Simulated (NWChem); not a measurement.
# A calculation on HAl

```xyz
2

Al     0.0000     0.0000     0.1203
H      0.0000     0.0000    -1.5639
```
Charge 0, spin multiplicity 1.

All runs are NWChem calculations. Structure: optimised with PBE/def2-SVP, a minimum by its harmonic frequencies.

Symmetry labels belong to the abelian group C2v used in the runs, with the axes of the coordinates shown; states degenerate in a higher group split over its labels.

B3LYP has NWChem's definition, with VWN1-RPA local correlation. The structure started from a generated list of species.

Task: List the lowest 3 singlet excitations that TD-B3LYP/def2-SVPD, VWN1-RPA local correlation gives, with oscillator strengths.

Result: 
```csv
state,symmetry,energy (eV),wavelength (nm),f
1,b1,2.90,427,0.043
2,b2,2.90,427,0.043
3,a1,5.34,232,0.151
```
